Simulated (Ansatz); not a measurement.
C3H9GaO2S (SMILES C[O][Ga]([O]C)[S]C), singlet, at a GFN2-xTB geometry (such geometries of metal compounds can be far from the true shape), with bond 4-3 at 1.8 times its length; CASSCF(4,4)/STO-3G (Ansatz, a first-principles code).

Ansatz was given this input:
Ansatz 0.2 input:
```yaml
crystal:
  periodic: [false, false, false]
  atoms:
    - {symbol: Ga, position_ang: [0.19655342, 0.03392386, 0.05237905]}
    - {symbol: O, position_ang: [1.83532507, 0.64220145, 0.32052033]}
    - {symbol: C, position_ang: [2.58970158, 1.81184961, 0.07190690]}
    - {symbol: H, position_ang: [1.53262417, 3.20549554, -0.82859193]}
    - {symbol: H, position_ang: [2.95189362, 2.20447514, 1.02549415]}
    - {symbol: H, position_ang: [3.44269588, 1.55204880, -0.56020576]}
    - {symbol: O, position_ang: [-0.11326932, -1.60555270, 0.63686941]}
    - {symbol: C, position_ang: [0.68771335, -2.57238027, 1.29133072]}
    - {symbol: H, position_ang: [0.22827944, -2.81467844, 2.25308015]}
    - {symbol: H, position_ang: [0.72742527, -3.47169630, 0.67136056]}
    - {symbol: H, position_ang: [1.70455945, -2.21344204, 1.46319758]}
    - {symbol: S, position_ang: [-1.54641711, 1.04597486, -0.91656722]}
    - {symbol: C, position_ang: [-2.78965743, -0.29296783, -0.80681455]}
    - {symbol: H, position_ang: [-2.48419734, -1.13397313, -1.42168026]}
    - {symbol: H, position_ang: [-3.71288448, 0.13408454, -1.18561492]}
    - {symbol: H, position_ang: [-2.91368158, -0.60235274, 0.22640733]}
basis:
  gaussian:
    orbitals: STO-3G
hamiltonian:
  xc: hf
magnetization: {spin_polarized: false}
correlation: {active_space: {window: {electrons: 4, orbitals: 4}}}
```

What the program printed (banner, timings and long lists left out):

```
Functional definition: HF
771 factors; integrals over basis functions are off by at most 5.1e-5 eV
mean field evaluation 1: about -69630.7462 eV, gradient 3.4e1 eV
mean field evaluation 2: about -69631.0244 eV, gradient 3.4e1 eV
mean field evaluation 4: about -69635.6288 eV, gradient 2.6e0 eV
mean field evaluation 8: about -69635.6664 eV, gradient 4.0e-3 eV
mean field -69635.66638038 eV, -2559.0635387290 hartree, gradient 2.4e-6 eV, S^2 0.000000; 0 other end points of the search recorded, 0 dependent functions left out
reference -69635.66638038 eV, -2559.0635387290 hartree; 45, 45 occupied and 16, 16 virtual orbitals, 771 factors
state -69638.36431181 eV, -2559.1626858805 hartree
Total energy: -69638.36431181 eV, -2559.1626858805 hartree
```
